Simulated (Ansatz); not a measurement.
A short molecular-dynamics run on C2H6ClInO2 (`C[O][In]([Cl])[O]C`).

```yaml
crystal:
  periodic: [false, false, false]
  atoms:
    - {symbol: C, position_ang: [-0.515583, -1.214511, 2.307174]}
    - {symbol: O, position_ang: [-0.276384, -1.882407, 1.087778]}
    - {symbol: In, position_ang: [0.082024, -0.885563, -0.562379]}
    - {symbol: Cl, position_ang: [0.456444, -1.996625, -2.549344]}
    - {symbol: O, position_ang: [0.083622, 1.082306, -0.553243]}
    - {symbol: C, position_ang: [0.414872, 1.839975, -1.693720]}
    - {symbol: H, position_ang: [-0.689605, -1.976372, 3.073040]}
    - {symbol: H, position_ang: [-1.400340, -0.567750, 2.268936]}
    - {symbol: H, position_ang: [0.335969, -0.602898, 2.628735]}
    - {symbol: H, position_ang: [1.491510, 2.044142, -1.737010]}
    - {symbol: H, position_ang: [0.126369, 1.360246, -2.637066]}
    - {symbol: H, position_ang: [-0.108888, 2.799465, -1.632890]}
basis:
  gaussian: {orbitals: def2-SVP}
hamiltonian: {xc: {name: revPBE}, dispersion: d4}
md: {timestep: 0.5 fs, n_steps: 20, ensemble: nve, temperature: 700, initial_velocities: maxwell_boltzmann, seed: 358}
```

```sh
$ ansatz run in.yaml --threads 4 --pin off --events-out ev --progress --plain --max-ram 11315MiB
```

| step | time (fs) | potential energy (eV) | kinetic (eV) | T (K) | conserved (eV) |
| --- | --- | --- | --- | --- | --- |
| 0 | 0.0 | -23952.3822 | 0.9048 | 700 | -23951.4774 |
| 1 | 0.5 | -23952.3518 | 0.8749 | 677 | -23951.4769 |
| 2 | 1.0 | -23952.3068 | 0.8307 | 643 | -23951.4761 |
| 3 | 1.5 | -23952.2593 | 0.7839 | 606 | -23951.4754 |
| 4 | 2.0 | -23952.2200 | 0.7450 | 576 | -23951.4751 |
| 5 | 2.5 | -23952.1938 | 0.7185 | 556 | -23951.4753 |
| 6 | 3.0 | -23952.1774 | 0.7015 | 543 | -23951.4758 |
| 7 | 3.5 | -23952.1623 | 0.6859 | 531 | -23951.4764 |
| 8 | 4.0 | -23952.1401 | 0.6634 | 513 | -23951.4767 |
| 9 | 4.5 | -23952.1060 | 0.6294 | 487 | -23951.4766 |
| 10 | 5.0 | -23952.0611 | 0.5849 | 452 | -23951.4762 |
| 11 | 5.5 | -23952.0104 | 0.5346 | 414 | -23951.4758 |
| 12 | 6.0 | -23951.9613 | 0.4860 | 376 | -23951.4753 |
| 13 | 6.5 | -23951.9212 | 0.4463 | 345 | -23951.4749 |
| 14 | 7.0 | -23951.8960 | 0.4214 | 326 | -23951.4747 |
| 15 | 7.5 | -23951.8897 | 0.4151 | 321 | -23951.4746 |
| 16 | 8.0 | -23951.9036 | 0.4290 | 332 | -23951.4746 |
| 17 | 8.5 | -23951.9369 | 0.4621 | 357 | -23951.4748 |
| 18 | 9.0 | -23951.9860 | 0.5108 | 395 | -23951.4752 |
| 19 | 9.5 | -23952.0447 | 0.5690 | 440 | -23951.4758 |
| 20 | 10.0 | -23952.1045 | 0.6281 | 486 | -23951.4764 |

Velocities are drawn at the set temperature; a run this short doesn't reach equilibrium.

Frames (Å, forces in eV/Å):

```xyz
12
time=0.0 fs
C    -0.516   -1.215    2.307    0.057   -0.063   -0.280
O    -0.276   -1.882    1.088   -0.121   -0.869    0.490
In    0.082   -0.886   -0.562    0.077   -0.141   -0.204
Cl    0.456   -1.997   -2.549    0.134   -0.428   -0.754
O     0.084    1.082   -0.553   -0.145    0.824    0.432
C     0.415    1.840   -1.694   -0.057   -0.190    0.178
H    -0.690   -1.976    3.073   -0.104   -0.397    0.465
H    -1.400   -0.568    2.269   -0.495    0.376    0.063
H     0.336   -0.603    2.629    0.443    0.357    0.257
H     1.492    2.044   -1.737    0.605    0.170   -0.090
H     0.126    1.360   -2.637   -0.125   -0.201   -0.548
H    -0.109    2.799   -1.633   -0.270    0.563   -0.009
12
time=0.5 fs
C    -0.512   -1.214    2.298   -0.283    0.283   -0.337
O    -0.280   -1.880    1.088   -0.068   -0.990    0.203
In    0.083   -0.885   -0.562    0.090   -0.193   -0.250
Cl    0.457   -1.997   -2.549    0.133   -0.423   -0.742
O     0.079    1.081   -0.550   -0.086    0.845    0.272
C     0.415    1.835   -1.695    0.313    0.164    0.721
H    -0.687   -1.970    3.054   -0.214   -0.649    0.776
H    -1.397   -0.554    2.264   -0.303    0.237    0.081
H     0.339   -0.616    2.625    0.638    0.512    0.310
H     1.499    2.041   -1.746    0.349    0.079   -0.050
H     0.119    1.386   -2.633   -0.290   -0.539   -0.974
H    -0.102    2.794   -1.619   -0.279    0.674   -0.011
12
time=1.0 fs
C    -0.508   -1.213    2.289   -0.589    0.634   -0.316
O    -0.283   -1.879    1.088   -0.016   -1.113   -0.091
In    0.083   -0.885   -0.561    0.103   -0.246   -0.298
Cl    0.457   -1.997   -2.549    0.132   -0.417   -0.729
O     0.075    1.079   -0.546   -0.029    0.867    0.109
C     0.415    1.829   -1.697    0.652    0.522    1.206
H    -0.685   -1.965    3.036   -0.314   -0.850    1.037
H    -1.394   -0.539    2.258   -0.100    0.084    0.098
H     0.343   -0.627    2.622    0.778    0.625    0.345
H     1.507    2.038   -1.755    0.079   -0.014   -0.009
H     0.111    1.410   -2.632   -0.443   -0.820   -1.336
H    -0.095    2.790   -1.605   -0.255    0.727   -0.016
12
time=1.5 fs
C    -0.505   -1.212    2.280   -0.832    0.954   -0.181
O    -0.286   -1.877    1.088    0.034   -1.236   -0.388
In    0.083   -0.885   -0.560    0.117   -0.298   -0.347
Cl    0.457   -1.997   -2.550    0.130   -0.410   -0.715
O     0.071    1.078   -0.543    0.027    0.889   -0.051
C     0.415    1.824   -1.698    0.912    0.850    1.562
H    -0.684   -1.963    3.021   -0.394   -0.966    1.217
H    -1.391   -0.525    2.253    0.097   -0.068    0.111
H     0.349   -0.637    2.620    0.845    0.685    0.354
H     1.516    2.035   -1.764   -0.180   -0.106    0.032
H     0.103    1.432   -2.633   -0.556   -1.013   -1.565
H    -0.090    2.788   -1.591   -0.200    0.718   -0.028
12
time=2.0 fs
C    -0.501   -1.211    2.271   -0.997    1.210    0.091
O    -0.289   -1.876    1.088    0.080   -1.357   -0.680
In    0.084   -0.885   -0.559    0.130   -0.347   -0.400
Cl    0.457   -1.998   -2.550    0.128   -0.402   -0.700
O     0.067    1.077   -0.539    0.082    0.910   -0.206
C     0.415    1.819   -1.699    1.057    1.126    1.734
H    -0.684   -1.962    3.008   -0.445   -0.974    1.293
H    -1.389   -0.510    2.249    0.271   -0.207    0.119
H     0.357   -0.645    2.618    0.829    0.686    0.333
H     1.524    2.031   -1.772   -0.410   -0.191    0.072
H     0.092    1.451   -2.639   -0.607   -1.105   -1.604
H    -0.084    2.787   -1.577   -0.119    0.651   -0.051
12
time=2.5 fs
C    -0.498   -1.209    2.262   -1.080    1.384    0.499
O    -0.292   -1.874    1.088    0.123   -1.476   -0.963
In    0.084   -0.884   -0.558    0.144   -0.393   -0.455
Cl    0.457   -1.998   -2.550    0.126   -0.394   -0.684
O     0.063    1.076   -0.535    0.134    0.931   -0.352
C     0.415    1.814   -1.700    1.070    1.343    1.705
H    -0.685   -1.964    2.999   -0.464   -0.869    1.260
H    -1.385   -0.496    2.244    0.415   -0.326    0.122
H     0.367   -0.652    2.618    0.733    0.633    0.282
H     1.531    2.027   -1.781   -0.598   -0.268    0.110
H     0.081    1.468   -2.648   -0.583   -1.101   -1.436
H    -0.079    2.788   -1.563   -0.020    0.537   -0.087
12
time=3.0 fs
C    -0.495   -1.208    2.254   -1.088    1.469    1.021
O    -0.296   -1.873    1.088    0.160   -1.590   -1.229
In    0.085   -0.884   -0.558    0.158   -0.434   -0.514
Cl    0.457   -1.998   -2.550    0.124   -0.385   -0.667
O     0.058    1.075   -0.532    0.184    0.950   -0.487
C     0.416    1.810   -1.700    0.957    1.505    1.497
H    -0.687   -1.968    2.993   -0.449   -0.664    1.128
H    -1.381   -0.483    2.240    0.523   -0.420    0.119
H     0.379   -0.657    2.618    0.571    0.536    0.205
H     1.537    2.023   -1.789   -0.737   -0.334    0.145
H     0.068    1.483   -2.661   -0.489   -1.025   -1.086
H    -0.074    2.791   -1.550    0.086    0.390   -0.134
12
time=3.5 fs
C    -0.493   -1.206    2.245   -1.033    1.475    1.616
O    -0.299   -1.873    1.087    0.190   -1.696   -1.470
In    0.085   -0.884   -0.557    0.172   -0.471   -0.575
Cl    0.457   -1.999   -2.551    0.122   -0.375   -0.649
O     0.054    1.075   -0.529    0.232    0.968   -0.609
C     0.417    1.806   -1.700    0.741    1.626    1.170
H    -0.690   -1.974    2.990   -0.407   -0.387    0.925
H    -1.375   -0.471    2.236    0.592   -0.484    0.111
H     0.392   -0.661    2.618    0.363    0.411    0.111
H     1.541    2.018   -1.798   -0.824   -0.389    0.175
H     0.053    1.495   -2.676   -0.341   -0.906   -0.615
H    -0.069    2.794   -1.536    0.191    0.227   -0.190
12
time=4.0 fs
C    -0.490   -1.203    2.237   -0.929    1.416    2.236
O    -0.302   -1.872    1.087    0.214   -1.793   -1.682
In    0.086   -0.884   -0.556    0.185   -0.502   -0.638
Cl    0.457   -1.999   -2.551    0.120   -0.365   -0.631
O     0.050    1.074   -0.525    0.277    0.985   -0.719
C     0.418    1.802   -1.700    0.452    1.719    0.792
H    -0.694   -1.980    2.988   -0.345   -0.073    0.682
H    -1.368   -0.460    2.233    0.623   -0.518    0.099
H     0.406   -0.664    2.619    0.132    0.273    0.007
H     1.543    2.011   -1.805   -0.855   -0.431    0.200
H     0.038    1.504   -2.693   -0.163   -0.772   -0.094
H    -0.063    2.798   -1.524    0.288    0.062   -0.252
12
time=4.5 fs
C    -0.488   -1.201    2.229   -0.788    1.309    2.833
O    -0.305   -1.872    1.086    0.230   -1.877   -1.857
In    0.087   -0.883   -0.556    0.198   -0.526   -0.702
Cl    0.458   -1.999   -2.552    0.119   -0.355   -0.613
O     0.046    1.074   -0.522    0.319    0.999   -0.815
C     0.419    1.798   -1.700    0.120    1.789    0.422
H    -0.699   -1.987    2.989   -0.272    0.243    0.429
H    -1.359   -0.450    2.229    0.614   -0.520    0.084
H     0.420   -0.667    2.620   -0.100    0.136   -0.097
H     1.543    2.004   -1.812   -0.832   -0.461    0.217
H     0.023    1.512   -2.710    0.023   -0.645    0.415
H    -0.057    2.802   -1.511    0.369   -0.091   -0.315
12
time=5.0 fs
C    -0.486   -1.198    2.221   -0.623    1.167    3.371
O    -0.308   -1.872    1.085    0.239   -1.947   -1.992
In    0.087   -0.883   -0.555    0.211   -0.545   -0.765
Cl    0.458   -2.000   -2.552    0.117   -0.345   -0.595
O     0.042    1.074   -0.519    0.358    1.009   -0.899
C     0.420    1.795   -1.699   -0.233    1.837    0.101
H    -0.704   -1.993    2.990   -0.196    0.536    0.190
H    -1.349   -0.441    2.226    0.568   -0.491    0.067
H     0.434   -0.669    2.621   -0.315    0.011   -0.195
H     1.541    1.996   -1.819   -0.754   -0.478    0.227
H     0.007    1.519   -2.726    0.198   -0.534    0.868
H    -0.050    2.806   -1.500    0.432   -0.221   -0.377
12
time=5.5 fs
C    -0.484   -1.195    2.215   -0.441    0.998    3.822
O    -0.311   -1.872    1.083    0.239   -2.000   -2.083
In    0.088   -0.883   -0.554    0.222   -0.557   -0.828
Cl    0.458   -2.000   -2.553    0.115   -0.334   -0.578
O     0.038    1.074   -0.516    0.392    1.017   -0.970
C     0.421    1.792   -1.699   -0.590    1.860   -0.150
H    -0.710   -1.998    2.992   -0.123    0.788   -0.019
H    -1.338   -0.434    2.223    0.487   -0.429    0.048
H     0.448   -0.670    2.621   -0.501   -0.096   -0.279
H     1.537    1.986   -1.825   -0.625   -0.483    0.228
H    -0.007    1.524   -2.740    0.350   -0.443    1.241
H    -0.041    2.809   -1.489    0.473   -0.320   -0.433
12
time=6.0 fs
C    -0.482   -1.191    2.209   -0.250    0.807    4.170
O    -0.314   -1.873    1.081    0.232   -2.034   -2.128
In    0.088   -0.883   -0.553    0.233   -0.562   -0.888
Cl    0.458   -2.001   -2.553    0.114   -0.324   -0.561
O     0.034    1.074   -0.513    0.422    1.020   -1.028
C     0.422    1.790   -1.699   -0.938    1.853   -0.325
H    -0.717   -2.001    2.994   -0.056    0.989   -0.190
H    -1.325   -0.427    2.221    0.374   -0.337    0.030
H     0.460   -0.673    2.620   -0.649   -0.180   -0.346
H     1.531    1.975   -1.831   -0.450   -0.477    0.219
H    -0.022    1.528   -2.751    0.474   -0.372    1.527
H    -0.032    2.812   -1.480    0.493   -0.384   -0.480
12
time=6.5 fs
C    -0.480   -1.188    2.204   -0.056    0.599    4.408
O    -0.317   -1.874    1.079    0.218   -2.048   -2.126
In    0.089   -0.883   -0.553    0.242   -0.561   -0.945
Cl    0.458   -2.001   -2.554    0.113   -0.313   -0.545
O     0.030    1.074   -0.511    0.446    1.018   -1.073
C     0.423    1.788   -1.698   -1.267    1.814   -0.429
H    -0.723   -2.002    2.995    0.001    1.137   -0.319
H    -1.311   -0.422    2.218    0.234   -0.217    0.011
H     0.470   -0.675    2.619   -0.755   -0.240   -0.395
H     1.525    1.964   -1.836   -0.235   -0.463    0.202
H    -0.034    1.531   -2.758    0.567   -0.319    1.725
H    -0.021    2.813   -1.472    0.492   -0.407   -0.515
12
time=7.0 fs
C    -0.478   -1.184    2.199    0.131    0.378    4.535
O    -0.320   -1.875    1.077    0.197   -2.041   -2.079
In    0.089   -0.883   -0.552    0.249   -0.553   -0.998
Cl    0.459   -2.002   -2.554    0.112   -0.302   -0.529
O     0.027    1.074   -0.508    0.464    1.012   -1.106
C     0.423    1.786   -1.698   -1.563    1.740   -0.468
H    -0.730   -2.000    2.996    0.048    1.229   -0.404
H    -1.297   -0.417    2.215    0.073   -0.075   -0.007
H     0.479   -0.678    2.616   -0.816   -0.275   -0.423
H     1.518    1.951   -1.840    0.004   -0.442    0.177
H    -0.046    1.533   -2.761    0.629   -0.281    1.841
H    -0.010    2.814   -1.465    0.471   -0.390   -0.537
12
time=7.5 fs
C    -0.476   -1.181    2.196    0.301    0.153    4.550
O    -0.323   -1.877    1.074    0.171   -2.015   -1.989
In    0.090   -0.883   -0.552    0.255   -0.539   -1.047
Cl    0.459   -2.002   -2.555    0.112   -0.291   -0.514
O     0.023    1.075   -0.506    0.475    1.002   -1.127
C     0.424    1.785   -1.698   -1.810    1.634   -0.450
H    -0.736   -1.995    2.995    0.082    1.268   -0.447
H    -1.283   -0.412    2.212   -0.098    0.082   -0.025
H     0.486   -0.682    2.613   -0.830   -0.287   -0.431
H     1.511    1.937   -1.844    0.251   -0.418    0.147
H    -0.056    1.535   -2.760    0.659   -0.257    1.877
H     0.003    2.813   -1.459    0.432   -0.332   -0.544
12
time=8.0 fs
C    -0.474   -1.177    2.194    0.441   -0.062    4.458
O    -0.326   -1.878    1.071    0.139   -1.969   -1.858
In    0.090   -0.882   -0.551    0.260   -0.519   -1.090
Cl    0.459   -2.003   -2.556    0.111   -0.279   -0.500
O     0.019    1.076   -0.504    0.480    0.987   -1.136
C     0.423    1.784   -1.698   -1.986    1.499   -0.379
H    -0.742   -1.986    2.994    0.102    1.253   -0.447
H    -1.269   -0.407    2.209   -0.266    0.241   -0.044
H     0.491   -0.687    2.609   -0.798   -0.274   -0.418
H     1.504    1.922   -1.848    0.483   -0.395    0.113
H    -0.065    1.536   -2.754    0.655   -0.247    1.836
H     0.017    2.812   -1.454    0.379   -0.234   -0.536
12
time=8.5 fs
C    -0.472   -1.174    2.192    0.535   -0.252    4.261
O    -0.328   -1.881    1.068    0.103   -1.907   -1.689
In    0.091   -0.882   -0.550    0.262   -0.493   -1.129
Cl    0.459   -2.004   -2.556    0.111   -0.268   -0.487
O     0.016    1.076   -0.502    0.478    0.969   -1.133
C     0.423    1.783   -1.698   -2.066    1.342   -0.257
H    -0.748   -1.975    2.991    0.107    1.184   -0.404
H    -1.256   -0.401    2.207   -0.415    0.389   -0.063
H     0.494   -0.692    2.603   -0.719   -0.239   -0.384
H     1.499    1.906   -1.852    0.674   -0.375    0.081
H    -0.072    1.537   -2.744    0.616   -0.249    1.717
H     0.032    2.811   -1.451    0.313   -0.101   -0.514
12
time=9.0 fs
C    -0.470   -1.170    2.192    0.570   -0.398    3.964
O    -0.331   -1.883    1.064    0.064   -1.829   -1.488
In    0.091   -0.882   -0.550    0.264   -0.461   -1.163
Cl    0.459   -2.004   -2.557    0.110   -0.256   -0.474
O     0.012    1.077   -0.500    0.470    0.950   -1.119
C     0.422    1.783   -1.698   -2.027    1.171   -0.083
H    -0.753   -1.961    2.988    0.096    1.062   -0.317
H    -1.243   -0.394    2.203   -0.531    0.510   -0.083
H     0.495   -0.698    2.597   -0.593   -0.183   -0.329
H     1.496    1.889   -1.855    0.801   -0.359    0.053
H    -0.077    1.537   -2.730    0.536   -0.266    1.516
H     0.048    2.809   -1.449    0.241    0.060   -0.478
12
time=9.5 fs
C    -0.468   -1.166    2.192    0.533   -0.481    3.571
O    -0.334   -1.886    1.060    0.023   -1.740   -1.257
In    0.092   -0.882   -0.549    0.264   -0.425   -1.193
Cl    0.460   -2.005   -2.558    0.110   -0.245   -0.461
O     0.009    1.079   -0.498    0.456    0.929   -1.095
C     0.420    1.783   -1.698   -1.853    0.997    0.149
H    -0.759   -1.945    2.984    0.065    0.888   -0.184
H    -1.232   -0.387    2.200   -0.599    0.590   -0.103
H     0.495   -0.704    2.590   -0.421   -0.106   -0.257
H     1.494    1.871   -1.858    0.845   -0.347    0.034
H    -0.081    1.536   -2.712    0.413   -0.299    1.228
H     0.064    2.807   -1.448    0.166    0.239   -0.431
12
time=10.0 fs
C    -0.465   -1.163    2.193    0.423   -0.487    3.088
O    -0.337   -1.889    1.056   -0.019   -1.641   -1.001
In    0.092   -0.882   -0.549    0.262   -0.385   -1.220
Cl    0.460   -2.005   -2.559    0.110   -0.233   -0.449
O     0.005    1.080   -0.497    0.437    0.908   -1.062
C     0.419    1.782   -1.698   -1.541    0.831    0.444
H    -0.764   -1.926    2.979    0.014    0.663   -0.007
H    -1.222   -0.377    2.197   -0.613    0.617   -0.122
H     0.494   -0.710    2.583   -0.208   -0.013   -0.168
H     1.494    1.853   -1.861    0.799   -0.335    0.023
H    -0.084    1.534   -2.691    0.242   -0.350    0.853
H     0.080    2.806   -1.448    0.094    0.423   -0.379
```

Hardware: 4 threads of an Arm Neoverse V2 on a shared host. Wall time 29 s, peak host memory 0.64 GiB.
